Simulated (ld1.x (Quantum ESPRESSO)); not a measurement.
# O: variants of one TM potential

Base potential:

O, norm-conserving Troullier–Martins (Kleinman–Bylander form), made with ld1.x (Quantum ESPRESSO) 7.5 (LDA (PZ), non-relativistic). Core [He], reference 2s2 2p3 (charge +1). Waves: 2s (bound): rc 0.60 bohr; 2p (bound): rc 1.80 bohr; 3d channel at 0.15 Ry: rc 1.95 bohr. Local part: all-electron potential smoothed inside 0.75 bohr (lloc = -1). Core correction: a·sin(br)/r model core inside 0.60 bohr.

All-electron outer shells of the reference configuration (LDA (PZ), non-relativistic, ld1.x):

```csv
shell,level (eV),outermost node (bohr),outermost maximum (bohr)
2s,-39.34,0.28,0.86
2p,-24.60,–,0.78
```

Cutoffs, loose and tight: the cutoffs (Ry, on a coarse ladder) from which the occupation-weighted sum of valence levels, in a spherical-Bessel basis at the reference potential, stays within 10 and 1 mRy of its value at 400 Ry. They do not see the model core or the augmentation charge, which bear on the density cutoff. Test errors are all-electron minus pseudo excitation energies from the reference, over the configurations 2s2 2p4; 2s2 2p2; 2s2 2p1; 2s2 2p3.5; 2s2 2p4.3; 2s1 2p5; 2s0 2p6 (two spin-polarised tests are not counted in the largest error). A dash means not determined; rows that change the core or the reference have their own tests.

```csv
change,outcome,"cutoff, loose","cutoff, tight",bound ghosts,largest test error (meV)
base,generated,200 Ry,over 300 Ry,none,+1082
wave 3d channel at 0.15 Ry: rc 1.95 bohr becomes 3d channel at 0.15 Ry: rc 1.28 bohr,generated,200 Ry,over 300 Ry,none,+1082
local potential all-electron potential smoothed inside 1.06 bohr (lloc = -1),generated,200 Ry,over 300 Ry,none,+1072
wave 3d channel at 0.15 Ry: rc 1.95 bohr becomes 3d channel at 0.21 Ry: rc 1.95 bohr,generated,200 Ry,over 300 Ry,none,+1082
type RRKJ; local potential all-electron potential smoothed inside 1.40 bohr (lloc = -1),generated,200 Ry,260 Ry,none,+1413
local potential all-electron potential smoothed inside 1.05 bohr (lloc = -1),generated,200 Ry,over 300 Ry,none,+1073
wave 2p (bound): rc 1.80 bohr becomes 2p (bound): rc 2.74 bohr,generated,200 Ry,over 300 Ry,none,+3647
functional BLYP,generated,200 Ry,over 300 Ry,none,+1114
reference 2s2 2p4,generated,200 Ry,over 300 Ry,none,+1625
core correction a·sin(br)/r model core inside 0.74 bohr,generated,200 Ry,over 300 Ry,none,+1092
```

What comes out with this change to the base: all radii but the core radius scaled by about 1.30 (s 0.78, p 2.34, d 2.52 bohr); local potential all-electron potential smoothed inside 0.98 bohr (lloc = -1)?

outcome: generated; cutoff, loose: 80 Ry; cutoff, tight: 200 Ry; bound ghosts: none; largest test error (meV): +2402.

What comes out with this change to the base: wave 2s (bound): rc 0.60 bohr becomes 2s (bound): rc 0.90 bohr?

outcome: generated; cutoff, loose: 70 Ry; cutoff, tight: 180 Ry; bound ghosts: none; largest test error (meV): +1082.
